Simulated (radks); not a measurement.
Task: The mean radii <r> (bohr) of the occupied orbitals of an atom or ion are listed with their occupations. All-electron calculation, scalar-relativistic Kohn-Sham, r2SCAN, spin-polarised, spherical densities, finite nucleus; meta-GGA in the generalised Kohn-Sham scheme; Fermi nuclear charge, rms radius of each element as measured or else 0.836 A^(1/3) + 0.57 fm. Program: a radial shooting solver on a logarithmic mesh with Libxc functionals.

orbital  occ.      <r>
1s          2  0.04703
2s          2   0.2087
2p          6   0.1828
3s          2   0.5570
3p          6   0.5546
4s          2    1.181

Name the element and its charge. Open shells, if any, are filled with parallel spins first.

Result: Z = 32, germanium, charge +12: Ge12+ in [Ar] 4s2. The 1s radius gives Z: for a bare nucleus <r> = (2 gamma + 1)/(2Z) with gamma = sqrt(1 - (Z/c)^2), 0.04601 bohr for Z = 32, and screening makes it slightly larger (0.04703 here). The occupations add up to 20, and the charge is Z minus that.
